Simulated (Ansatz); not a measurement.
`CC[O][GaH2]` + CH₃NH₂ → `C[NH][GaH2]` + `CCO` at 600 K and 1 bar (ligand exchange at a Ga–O bond).

Isolated molecules relaxed with PBE0-D4/def2-TZVP in Ansatz; ΔE leaves out vibrations. CCSD(T)/CBS adds triple-zeta CCSD(T) − MP2 to the extrapolated MP2 energy (def2 sets, frozen cores). For Ga outer-core shells are correlated without core-valence functions, which leaves a few kJ/mol of doubt a bond. Scalar relativity is left out up to krypton. One conformer a species, not always the lowest.

| species | CCSD(T)/CBS energy (Eh) | H − E (kJ/mol) | S (J/(mol·K)) |
| --- | --- | --- | --- |
| `CC[O][GaH2]` | -2079.43172 | 276.9 | 422.4 |
| CH₃NH₂ | -95.75281 | 199.3 | 283.8 |
| `C[NH][GaH2]` | -2020.30020 | 225.6 | 374.6 |
| `CCO` | -154.88256 | 250.6 | 328.9 |

H − E and S are ideal-gas, rigid-rotor, harmonic terms from PBE0-D4/def2-TZVP, for one conformer and one mirror image of each species. 1 Eh = 2625.50 kJ/mol, R = 8.31446 J/(mol·K).

By hand: ΔE, ΔH, ΔS and ΔG.

ΔE = (-2020.30020) + (-154.88256) − (-2079.43172) − (-95.75281) = 0.00177 Eh = 4.6 kJ/mol. Δ(H − E) = 225.6 + 250.6 − 276.9 − 199.3 = 0.0, so ΔH = 4.6 kJ/mol. ΔS = 374.6 + 328.9 − 422.4 − 283.8 = -2.7 J/(mol·K). ΔG = 4.6 − 600 × (-2.7)/1000 = 6.2 kJ/mol.

By hand: the equilibrium constant, and the temperature at which ΔG would vanish if ΔH and ΔS stayed fixed.

log₁₀ K = −ΔG/(RT ln 10) = -0.5. ΔH and −TΔS have one sign here, so there is no such temperature.

TΔS isn't small against ΔH here. A doubt of 5 kJ/mol in ΔE shifts log₁₀ K by 0.4 here. Other conformers and mirror images would add mixing entropy, several J/(mol·K) or more a flexible species. Modes under 60 cm⁻¹, often nearly free rotors, make the harmonic entropy too high. These are equilibria of isolated gas molecules and say nothing of rates. Largest T1 diagnostic: 0.015 (customary marks: 0.02 for closed shells, 0.045 for open ones).

ΔS is within the doubt of such terms, so its sign, and with it that verdict, could turn.
